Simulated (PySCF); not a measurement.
How methods differ on the ionisation energy of Ba⁺

Ba⁺ [Xe] 6s1 (2S) → Ba²⁺ [Xe] (1S), as a difference of total energies. Calculation: PySCF 2.14, in aug-cc-pVTZ-X2C (9s8p6d3f, 84 functions); the spin-free X2C one-electron Hamiltonian (Gaussian nucleus). The calculations carry no spin-orbit coupling.

| method | ionisation energy (eV) | error (eV) |
| --- | --- | --- |
| UHF | 9.367 | -0.637 |
| LDA | 10.309 | +0.305 |
| PBE | 10.127 | +0.123 |
| PBE0 | 9.998 | -0.006 |
| r2SCAN | 9.796 | -0.208 |
| M06-L | 9.286 | -0.718 |
| r2SCAN0 | 9.836 | -0.168 |
| M06 | 9.730 | -0.274 |

Reference: 10.004 eV (measured; NIST Atomic Spectra Database, ionization energies).
